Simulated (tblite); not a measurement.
C2H8O3Si3.
SMILES with atom numbers: `[CH:1]#[C:2][SiH2:3][O:4][Si@H:5]([OH:6])[O:7][SiH3:8]` (hydrogens: H9 on C1; H10, H11 on Si3; H12 on Si5; H13 on O6; H14, H15, H16 on Si8)

Computed with GFN2-xTB (tblite), gas phase: L-BFGS steps from a force-field or distance-geometry start until the largest atomic force falls under 0.01 eV/Å.

Step 68: E = -706.1238 eV
```
atom  x, y, z in Å  |  force x, y, z in eV/Å
C1     -0.2669   -3.1244    0.2249    0.006   0.001  -0.011
C2      0.4790   -2.2667    0.6171    0.004   0.021   0.008
Si3     1.5745   -0.9079    1.2457    0.020   0.018  -0.027
O4      1.3545    0.4504    0.3923   -0.009   0.024  -0.009
Si5     0.8076    1.4695   -0.7341   -0.001   0.024  -0.015
O6      1.1395    2.9943   -0.3269    0.007   0.012   0.040
O7     -0.7923    1.2838   -0.8769    0.009   0.000   0.010
Si8    -2.1693    0.4399   -0.9467    0.007  -0.021  -0.009
H9     -0.9132   -3.8793   -0.1229    0.009  -0.001  -0.002
H10     2.9883   -1.2496    1.0663   -0.051  -0.029   0.002
H11     1.1893   -0.5766    2.6196   -0.003  -0.009   0.023
H12     1.4871    1.2597   -1.9889   -0.008  -0.028  -0.018
H13     0.7353    3.4061    0.4333    0.008   0.002  -0.013
H14    -2.2211   -0.4997    0.1717   -0.002  -0.010   0.018
H15    -2.1952   -0.2600   -2.2310   -0.002  -0.003   0.004
H16    -3.2046    1.4694   -0.8497    0.008  -0.002  -0.003
```

Step 69: E = -706.1241 eV
```
atom  x, y, z in Å  |  force x, y, z in eV/Å
C1     -0.2649   -3.1261    0.2246    0.014   0.021  -0.007
C2      0.4784   -2.2663    0.6181   -0.009   0.003   0.003
Si3     1.5743   -0.9081    1.2471    0.014   0.030  -0.009
O4      1.3470    0.4524    0.3983   -0.007   0.014   0.005
Si5     0.8047    1.4701   -0.7317    0.004   0.024  -0.019
O6      1.1440    2.9949   -0.3297    0.001  -0.002   0.035
O7     -0.7960    1.2894   -0.8742   -0.003  -0.007   0.013
Si8    -2.1707    0.4406   -0.9476    0.019  -0.013  -0.003
H9     -0.9111   -3.8800   -0.1255    0.013  -0.001   0.002
H10     2.9874   -1.2494    1.0601   -0.052  -0.026   0.002
H11     1.1974   -0.5815    2.6263    0.001  -0.013  -0.010
H12     1.4847    1.2529   -1.9854   -0.012  -0.025  -0.014
H13     0.7403    3.4104    0.4286    0.006   0.006  -0.008
H14    -2.2233   -0.4990    0.1715    0.000  -0.003   0.007
H15    -2.1897   -0.2581   -2.2328   -0.003  -0.005   0.007
H16    -3.2101    1.4667   -0.8538    0.014  -0.004  -0.003
```

**Question.** Estimate the geometry and energy of step 70. (The exact step hangs on the optimiser's Hessian estimate; all steps are aligned on step 69, rigid shifts and turns removed.)

**Answer.** E = -706.1244 eV, largest force 0.040 eV/Å
```
atom  x, y, z in Å  |  force x, y, z in eV/Å
C1     -0.2621   -3.1277    0.2245    0.016   0.031  -0.005
C2      0.4783   -2.2663    0.6201   -0.016  -0.003  -0.002
Si3     1.5745   -0.9075    1.2479   -0.007   0.025   0.012
O4      1.3396    0.4553    0.4051   -0.005   0.012   0.011
Si5     0.8019    1.4711   -0.7290    0.001   0.011  -0.020
O6      1.1486    2.9955   -0.3322   -0.001  -0.008   0.025
O7     -0.7996    1.2947   -0.8706   -0.001  -0.006   0.015
Si8    -2.1717    0.4416   -0.9489    0.015  -0.008   0.004
H9     -0.9077   -3.8814   -0.1278    0.017   0.000   0.005
H10     2.9852   -1.2503    1.0538   -0.032  -0.024  -0.004
H11     1.2067   -0.5867    2.6319    0.001  -0.012  -0.029
H12     1.4812    1.2451   -1.9814   -0.011  -0.023  -0.018
H13     0.7451    3.4146    0.4238    0.002   0.016   0.003
H14    -2.2272   -0.4982    0.1704    0.004   0.002  -0.001
H15    -2.1856   -0.2555   -2.2348   -0.001  -0.009   0.007
H16    -3.2147    1.4647   -0.8590    0.019  -0.004  -0.002
```

The energy changes by -0.0003 eV. The first-order estimate −F·Δx gives -0.0004 eV and the mean of the old and new forces, exact on a quadratic surface, -0.0003 eV. The step makes an angle of 82° with the force vector and moves no atom by more than 0.012 Å.

The cost below is that of the whole relaxation. The run took 6.8 s wall, 4.8 s CPU on Intel Xeon at 2.50 GHz, one thread, on a shared host.
